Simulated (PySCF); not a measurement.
Tetrahydropyran-4-one, C5H8O2.
Atom-mapped SMILES: `[O:1]=[C:2]1[CH2:3][CH2:4][O:5][CH2:6][CH2:7]1`

A calculation gives these core lines: C 1s: 291.03 (area 2), 292.52 (area 2), 293.26 (area 1) eV; O 1s: 537.59 (area 1), 538.70 (area 1) eV.

Computed with delta-SCF UKS SCAN, pcX-2 on the ionised atom, pcseg-1 elsewhere, spin-free X2C (PySCF 2.14.0). Isolated species at its PBE0-D3(BJ)/def2-SVP geometry (one conformer only).

Q: Order the carbon atoms by C 1s binding energy.

A: 291.03 eV: C3/C7 (sp3 carbon next to a carbonyl); 292.52 eV: C4/C6 (sp3 carbon bound to oxygen); 293.26 eV: C2 (ketone carbonyl carbon). The listed C 1s values span 2.23 eV, from C3/C7 (bonded to 2 C and 2 H) to C2 (bonded to O (double bond) and 2 C). The widest gap between neighbouring values is 1.49 eV, between 291.03 and 292.52 eV.

Q: Assign the O 1s lines to atoms.

A: 537.59 eV: O1 (ketone oxygen); 538.70 eV: O5 (cyclic ether oxygen). Lowest listed O 1s: O1, bonded to C (double bond). Highest, 1.11 eV above it: O5, bonded to 2 C.

Bonded neighbours of each site: O1: C (double bond); C2: O (double bond) and 2 C; C3/C7: 2 C and 2 H; C4/C6: O, C and 2 H; O5: 2 C.

Q: Which effective nuclear charge Zeff reproduces each element's mean 1s value in the hydrogen-like formula E = 13.606 eV × Zeff²?

A: C (Z = 6): mean 292.1 eV, Zeff = 4.63, Z − Zeff = 1.37; O (Z = 8): mean 538.1 eV, Zeff = 6.29, Z − Zeff = 1.71. Means run over the listed sites, weighted by atom count.

The first atom of each set that the bonding makes equivalent was ionised and stands for the set.

Time: 49 s of wall time. Hardware: one thread, Arm Neoverse V1, no GPU, on a shared host.
